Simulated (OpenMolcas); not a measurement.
Which level was it?

The species is Si2NH5F (9 atoms), meant as a doublet with charge 0. As SMILES, `F[SiH2]N[SiH2]`. The shape is that of a PBE0-D4/def2-TZVP optimisation. This is one conformer, not always the lowest.

```csv
atom,x (Å),y (Å),z (Å)
F,-1.7782,1.2089,-1.1818
Si,-0.2880,1.1236,-0.6049
N,0.2415,-0.4914,-0.4030
Si,0.0236,-1.5336,0.9679
H,0.5763,1.7991,-1.5988
H,-0.3028,1.7798,0.7188
H,0.6004,-0.9422,-1.2345
H,-0.2463,-0.6500,2.1362
H,1.2618,-2.3407,1.1827
```

A calculation with OpenMolcas 26.06 gave:

```
total energy  : -730.8221 Eh
dipole moment : 1.80 D
HOMO energy   : -8.45 eV
LUMO energy   : 1.40 eV
⟨S²⟩          : 0.753
largest force : 1.449 eV/Å
```

Which of these levels gave the numbers?
A. HF/3-21G
B. B3LYP/6-31G* (spherical functions)
C. PBE/6-31G* (spherical functions)
D. TPSS/6-31G* (spherical functions)

A. The others give -736.6574 Eh (TPSS/6-31G* (spherical functions)), -736.1156 Eh (PBE/6-31G* (spherical functions)), -736.6333 Eh (B3LYP/6-31G* (spherical functions)).
